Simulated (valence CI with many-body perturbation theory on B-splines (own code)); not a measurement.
## Missing levels of Tc38+

Computed by configuration interaction combined with many-body perturbation theory (CI+MBPT): three valence electrons over a frozen Dirac-Fock core [He], a basis of 11 s, 11 p, 10 d, 8 f, 5 g, 2 h functions for each j, with the one-electron correlation potential Σ1, the two-electron term Σ2, the three-electron term Σ3, Breit, model QED; selected CI, second order for the rest, scaled by the run's own slope (own B-spline code, finite nucleus).

No measured spectrum was set against this ion. As an estimate, large intervals hold to a few tenths of a per cent, small ones and those within an open d or f shell to about a per cent.

| Level | E (eV) |
| --- | --- |
| (2s^2 2p1/2) J=1/2 | 0.00 |
| (2s 2p1/2^2) J=1/2 | 115.18 |
| (2s^2 2p3/2) J=3/2 | 132.41 |
| (2s 2p1/2 2p3/2) J=3/2 [a] | ? |
| (2s 2p1/2 2p3/2) J=5/2 | ? |
| (2s 2p1/2 2p3/2) J=3/2 [b] | 278.09 |
| (2s 2p1/2 2p3/2) J=1/2 | 282.87 |
| (2s 2p3/2^2) J=5/2 | 365.96 |
| (2p1/2^2 2p3/2) J=3/2 | 407.28 |
| (2s 2p3/2^2) J=1/2 | ? |
| (2s 2p3/2^2) J=3/2 | 423.20 |
| (2p1/2 2p3/2^2) J=3/2 | 517.61 |
| (2p1/2 2p3/2^2) J=5/2 | ? |
| (2p1/2 2p3/2^2) J=1/2 | 563.34 |
| (2p3/2^3) J=3/2 | 676.92 |
| (2s^2 3s) J=1/2 | ? |
| (2s^2 3p1/2) J=1/2 | 3160.92 |
| (2s^2 3p3/2) J=3/2 | ? |
| (2s 2p1/2 3s) J=1/2 [a] | 3200.96 |
| (2s 2p1/2 3s) J=3/2 | 3217.80 |

Levels are named by their leading jj configuration (3d3/2^4 stands for four electrons in 3d with j = 3/2), which in mixed levels can hold well under half, so a name can repeat and another be missing. Letters in brackets count levels of one name in rising energy.

(1) The levels stand in rising order. What does the calculation give for the missing energies?

Results:

(1) (2s 2p1/2 2p3/2) J=3/2 [a] 214.60; (2s 2p1/2 2p3/2) J=5/2 238.60; (2s 2p3/2^2) J=1/2 422.02; (2p1/2 2p3/2^2) J=5/2 533.47; (2s^2 3s) J=1/2 3119.03; (2s^2 3p3/2) J=3/2 3196.98.
